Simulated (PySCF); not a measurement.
**Molecular orbitals of TeS**

M06 at R = 2.244 Å; PySCF, scalar-relativistic core potentials, basis sets Te cc-pVDZ-PP with ECP28, S cc-pV(D+d)Z. State: ³Σ⁻ (triplet), unpaired electrons π ↑↑. Only the outer orbitals are listed, counted within each symmetry, core potentials removing the inner ones.

```csv
spin,orbital,occ.,ε (eV),on Te (%),main shells (%)
α,7σ,1,-20.82,33,"63 S s, 29 Te s"
α,8σ,1,-16.43,66,"64 Te s, 30 S s"
α,9σ,1,-9.87,43,"52 S p, 38 Te p"
α,4π,1,-9.04,46,"53 S p, 46 Te p"
α,4π,1,-9.04,46,"53 S p, 46 Te p"
α,5π,1,-6.41,55,"54 Te p, 45 S p"
α,5π,1,-6.41,55,"54 Te p, 45 S p"
α,10σ,0,-1.03,69,"61 Te p, 32 S p"
α,11σ,0,6.07,88,"58 Te s, 17 Te p, 14 S d"
α,12σ,0,7.87,89,"56 Te p, 33 Te s, 9 S d"
β,7σ,1,-20.11,34,"62 S s, 28 Te s"
β,8σ,1,-15.28,64,"63 Te s, 31 S s"
β,9σ,1,-9.18,46,"49 S p, 39 Te p"
β,4π,1,-7.92,42,"57 S p, 41 Te p"
β,4π,1,-7.92,42,"57 S p, 41 Te p"
β,5π,0,-3.66,60,"59 Te p, 40 S p"
β,5π,0,-3.66,60,"59 Te p, 40 S p"
β,10σ,0,-0.58,67,"60 Te p, 34 S p"
```

Which are the highest filled and the lowest empty level, where do they sit, and how wide is the gap?

Highest filled α 5π at -6.41 eV (in %: 54 Te p, 45 S p); lowest empty β 5π at -3.66 eV (in %: 59 Te p, 40 S p); the gap at M06 is 2.75 eV. Both belong to one degenerate shell, split only by its one-sided filling, so this is no excitation gap.

```json
{"bond order (Mayer)": "1.98", "⟨S²⟩": "2.005", "charge on Te (Mulliken, basis-dependent)": "0.26", "charge on Te (Löwdin, basis-dependent)": "0.25", "dipole moment (positive dipole means Te(−)S(+))": "-2.08 D"}
```

Spin–orbit coupling is left out. The state was picked by a PBE0 search and need not be the measured ground state.
